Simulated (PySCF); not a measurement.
Cl₃H₃SiSn, SMILES [SiH3][Sn]([Cl])([Cl])[Cl]. Atoms are numbered in the order given.

```xyz
8

Si     0.0000     0.0000     2.5827
Sn     0.0000     0.0000     0.0092
Cl     1.8785     1.0845    -0.8957
Cl    -1.8785     1.0845    -0.8957
Cl     0.0000    -2.1691    -0.8957
H      1.2317    -0.7111     3.0208
H     -1.2317    -0.7111     3.0208
H      0.0000     1.4222     3.0208
```

Geometry optimised at r2SCAN-D4/def2-SVP. The structure was generated by enumeration; whether it is a known compound was not checked. The def2 effective core potentials stand for the cores of Sn; spin–orbit coupling is left out.

Method: r2SCAN-D4/def2-SVP (PySCF).

Frequencies are harmonic and unscaled.

Modes within 1.5 cm⁻¹ of each other (mostly degenerate sets) share a row, with their intensities summed.

| mode | ν (cm⁻¹) | IR (km/mol) | Raman (Å⁴/amu) | depolarisation | moving atoms (share of kinetic energy) |
|---|---|---|---|---|---|
| 1–2 | 63 | 0.9 | 6.3 | 0.75 | Cl 43 %, Si 37 %, Sn 10 %, H 10 % |
| 3 | 68 | 0.0 | 0.0 | – | H 99 % |
| 4–5 | 110 | 7.9 | 6.2 | 0.75 | Cl 84 %, Sn 15 % |
| 6 | 122 | 17.3 | 4.3 | 0.74 | Cl 68 %, Sn 23 %, Si 8 % |
| 7 | 291 | 1.8 | 37.4 | 0.10 | Si 64 %, Cl 20 %, Sn 9 % |
| 8 | 371 | 39.8 | 10.4 | 0.09 | Cl 70 %, Sn 22 % |
| 9–10 | 381 | 117.9 | 15.5 | 0.75 | Cl 73 %, Sn 27 % |
| 11–12 | 491 | 1.1 | 22.9 | 0.75 | H 90 %, Si 9 % |
| 13 | 822 | 306.4 | 0.1 | 0.05 | H 91 %, Si 9 % |
| 14–15 | 921 | 75.2 | 39.3 | 0.75 | H 97 % |
| 16 | 2237 | 34.8 | 282.0 | 0.00 | H 99 % |
| 17–18 | 2265 | 84.6 | 244.8 | 0.75 | H 96 % |
